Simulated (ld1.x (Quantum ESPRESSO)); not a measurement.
# molybdenum (Mo), TM: configuration errors across variants

Mo (Z = 42), norm-conserving Troullier–Martins (Kleinman–Bylander form), made with ld1.x (Quantum ESPRESSO) 7.5 (PBEsol, scalar-relativistic). Core [Kr], reference 4d5 5s1 5p0. Waves: 5s (bound): rc 2.90 bohr; 4d (bound): rc 2.50 bohr; 4f channel at 0.05 Ry: rc 3.10 bohr; 5p (bound, empty): rc 2.75 bohr. Local part: the p channel. Core correction: none.

All-electron excitation energies from the reference (eV): (1) 4d5 5s0 5p0 6.904; (2) 4d4 5s0 5p0 22.359; (3) 4d3 5s0 5p0 49.084; (4) 4d4 5s2 5p0 0.177; (5) 4d5.5 5s0.5 5p0 0.287; (6) 4d2 5s0 5p0 88.559; (7) 4d4 5s1 5p0 8.084.

A true bound ghost makes a file unfit for plane-wave use even where its test errors are small: the radial tests pick states by their node count and pass the ghost by.

Errors AE − PS in meV (a dash: test not solved or not reliable):

| change | (1) | (2) | (3) | (4) | (5) | (6) | (7) | bound ghosts |
| --- | --- | --- | --- | --- | --- | --- | --- | --- |
| base | -1.7 | -102 | -407 | -86 | -17 | -666 | -110 | s |
| wave 4d (bound): rc 2.50 bohr becomes 4d (bound): rc 2.20 bohr | -3.5 | -105 | -444 | -97 | -18 | -811 | -116 | s |
| wave 4d (bound): rc 2.50 bohr becomes 4d (bound): rc 2.44 bohr | -2.2 | -103 | -417 | -89 | -17 | -705 | -111 | s |
| wave 4d (bound): rc 2.50 bohr becomes 4d (bound): rc 2.94 bohr | +3.3 | -94 | -281 | -53 | -12 | -197 | -89 | s |
| wave 4d (bound): rc 2.50 bohr becomes 4d (bound): rc 3.32 bohr | +6.7 | -82 | -101 | -9.5 | -4.5 | +441 | -59 | s |
| wave 4d (bound): rc 2.50 bohr becomes 4d (bound): rc 3.60 bohr | +6.4 | -72 | +60 | +25 | +1.3 | +987 | -32 | s |

Give the same row for: wave 4d (bound): rc 2.50 bohr becomes 4d (bound): rc 1.78 bohr.

-4.5, -106, -463, -103, -19, -887, -119; bound ghosts: s.
